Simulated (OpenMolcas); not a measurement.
# CH5Ge: a line through the functionals

The species is CH5Ge (7 atoms), meant as a doublet with charge 0. SMILES: `[CH3][GeH2]`. The shape is that of a PBE0-D4/def2-TZVP optimisation.

The electronic atomisation energy y, in eV, basis def2-TZVP; a is the functional's share of exact exchange. Programs: OpenMolcas 26.06.

| functional | program | a | y (eV) |
| --- | --- | --- | --- |
| U-r2SCAN | OpenMolcas | 0 | 22.09 |
| UPBE | OpenMolcas | 0 | 21.94 |
| UB3LYP | OpenMolcas | 0.2 | 21.83 |
| UPBE0 | OpenMolcas | 0.25 | ? |
| UBHLYP | OpenMolcas | 0.5 | 21.54 |

Question: Fit y = c + s·a to the known rows and predict UPBE0.

Answer: 
1. Means of the 4 rows: a = 0.1750, y = 21.850.
2. Σ(Δa)² = 0.1675, Σ(Δa·Δy) = -0.159, so the slope is -0.159/0.1675 = -0.94925.
3. Intercept: 21.850 − (-0.94925) × 0.1750 = 22.016. The largest residual of the fit is 0.076.
4. UPBE0: 22.016 + (-0.94925) × 0.25 = 21.78 eV.

The run gave 21.85 eV, so the prediction is off by -0.07 eV, within the largest residual. The rows mix families of semi-local functionals, which the line can't see.
